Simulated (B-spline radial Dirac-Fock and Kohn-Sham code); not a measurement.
# What relativity does to the binding energies of Yb⁴⁵⁺

System: Yb⁴⁵⁺ in the configuration 1s2 2s2 2p6 3s2 3p6 3d7.

Both columns are ΔSCF binding energies of the configuration average from a B-spline atomic structure program: non-relativistic Hartree-Fock with a point nucleus, and Dirac-Fock with a finite nucleus and the Coulomb interaction alone, averaged over the two j levels with weights 2j+1.

```
shell  Hartree-Fock (eV)  Dirac-Fock (eV)  shift (eV)  shift (%)
   1s            59678.4          64142.6    +4464.23      +7.48
   2s            11784.6          12985.4    +1200.76     +10.19
   2p            11366.6          11780.2     +413.66      +3.64
   3s             4314.2           4642.8     +328.58      +7.62
   3p             4129.0           4265.0     +136.01      +3.29
   3d             3822.4           3828.8       +6.48      +0.17
```

Relativity binds 1s, 2s, 2p, 3s, 3p, 3d more strongly, among those listed most of all 2s in relative terms.

Values without a named source are computed, but for edge energies of neutral atoms, which are taken from tables.
